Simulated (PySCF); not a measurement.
**Polarisability and C₆ of C²⁺ (carbon, charge +2)**

[He] 2s2, closed-shell 1S. All numbers are calculated (PySCF 2.14, the spin-free X2C one-electron Hamiltonian (Gaussian nucleus), in aug-cc-pVTZ-DK). Coupled (time-dependent) response in atomic units; α is the mean over directions.

| method | mean α (bohr³) | C₆ (like pair) | S(−4) |
| --- | --- | --- | --- |
| UHF | 4.481 | 7.052 | 22.82 |
| PBE | 4.208 | 6.481 | 19.85 |
| PBE0 | 4.263 | 6.595 | 20.41 |
| LC-wPBE | 4.243 | 6.567 | 20.14 |
| MN15 | 4.287 | 6.369 | 22.87 |

S(−4) is the Cauchy moment in α(ω) = α(0) + S(−4) ω² + …

α(iu) at UHF:

| u (hartree) | α(iu) (bohr³) |
| --- | --- |
| 0 | 4.481 |
| 0.0500 | 4.425 |
| 0.100 | 4.265 |
| 0.200 | 3.731 |
| 0.300 | 3.101 |
| 0.500 | 2.053 |
| 0.750 | 1.286 |
| 1.00 | 0.8757 |
| 1.50 | 0.4879 |
| 2.00 | 0.3153 |
| 3.00 | 0.1658 |
| 5.00 | 0.07070 |

A single London oscillator, α(iu) = α/(1 + u²/ω²), gives C₆ = (3/4) ω α². Matching the computed C₆ needs ω = 4 × 7.052 / (3 × 4.481²) = 0.468 hartree.

For an ion, C₆ is the dispersion term alone; charge-induced terms of lower order in 1/R come first.
